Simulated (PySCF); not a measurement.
A PySCF script (with the pyscf-properties extension) for the NMR shieldings of SMILES FB(F)[SiH2][SiH]1CC=CC1, C₄H₉BF₂Si₂, on a GFN2-xTB geometry:

```python
import basis_set_exchange as bse
import numpy as np
from pyscf import gto, dft
from pyscf.prop import nmr

atoms = """
F     2.360344    1.295976    2.116547
B     2.456576    0.250254    1.312423
F     2.658815   -0.871125    1.984780
Si    2.184454    0.333774   -0.639423
Si   -0.054057    0.022835   -1.216949
C    -0.833785   -1.501505   -0.348208
C    -1.787203   -0.910377    0.646568
C    -1.977374    0.396831    0.655106
C    -1.233922    1.249323   -0.329165
H     2.650218    1.618889   -1.180561
H     3.001517   -0.671624   -1.334425
H    -0.333258   -0.005384   -2.664094
H    -1.377498   -2.155485   -1.032682
H    -0.106294   -2.136123    0.162643
H    -2.298899   -1.576986    1.326217
H    -2.657598    0.879237    1.342263
H    -0.716752    2.057717    0.191977
H    -1.944040    1.730091   -1.004674
"""
names = dict.fromkeys(["F", "B", "Si", "C", "H"], "pcSseg-1")
basis = {el: gto.basis.parse(bse.get_basis(n, elements=[el], fmt="nwchem")) for el, n in names.items()}
mol = gto.M(atom=atoms, basis=basis, charge=0, verbose=0)
mf = dft.RKS(mol, xc="PBE0")
mf.grids.level = 2
mf.grids.alignment = dft.numint.BLKSIZE   # the property module wants whole blocks of grid points
mf.conv_tol = 1e-9
mf.kernel()

calc = nmr.RKS(mf)   # GIAO
C = mf.mo_coeff
Co = C[:, mf.mo_occ > 0]
resp = mf.gen_response(singlet=True, hermi=2)
def vind(x):   # induced exchange potential for any number of trial vectors
    d = np.einsum("pi,xij,qj->xpq", C, 2 * x.reshape(-1, C.shape[1], Co.shape[1]), Co, optimize=True)
    return np.einsum("xpq,pi,qj->xij", resp(d - d.transpose(0, 2, 1)), C, Co, optimize=True).ravel()
mo1, _ = nmr.rhf.solve_mo1(calc, with_cphf=vind)
sigma = calc.kernel(mo1)
for i, s in enumerate(sigma):   # ppm
    w = np.linalg.eigvalsh((s + s.T) / 2)
    print("%2d %-2s iso %8.1f  s11 %8.1f  s22 %8.1f  s33 %8.1f" % (i, mol.atom_pure_symbol(i), w.mean(), *w))
```

Question: What does it print?

Answer: 
```
 0 F  iso    184.2  s11    -40.1  s22    258.0  s33    334.6
 1 B  iso     67.9  s11     33.9  s22     83.2  s33     86.5
 2 F  iso    185.1  s11    -39.0  s22    258.9  s33    335.4
 3 Si iso    483.3  s11    471.9  s22    479.9  s33    498.2
 4 Si iso    381.2  s11    333.4  s22    394.6  s33    415.8
 5 C  iso    166.8  s11    149.0  s22    159.2  s33    192.2
 6 C  iso     48.5  s11    -60.7  s22     66.8  s33    139.5
 7 C  iso     48.4  s11    -60.8  s22     66.6  s33    139.5
 8 C  iso    166.7  s11    148.7  s22    159.2  s33    192.3
 9 H  iso     28.5  s11     25.3  s22     25.7  s33     34.6
10 H  iso     28.5  s11     25.3  s22     25.6  s33     34.6
11 H  iso     27.0  s11     23.9  s22     24.1  s33     32.9
12 H  iso     29.7  s11     24.9  s22     26.9  s33     37.2
13 H  iso     29.9  s11     25.4  s22     28.5  s33     35.8
14 H  iso     25.6  s11     23.3  s22     26.2  s33     27.3
15 H  iso     25.6  s11     23.3  s22     26.2  s33     27.4
16 H  iso     29.9  s11     25.4  s22     28.5  s33     35.8
17 H  iso     29.6  s11     24.9  s22     26.9  s33     37.2
```

These numbers come from an equivalent density-fitted implementation of the same equations, which agrees with the script to about 0.01 ppm for H and up to a few tenths of a ppm for heavy atoms, so last digits may differ.

Size and cost of the density-fitted run: 212 basis functions, 44 s wall time on 1 thread of an Arm Neoverse V1, shared host; peak memory 0.95 GiB.
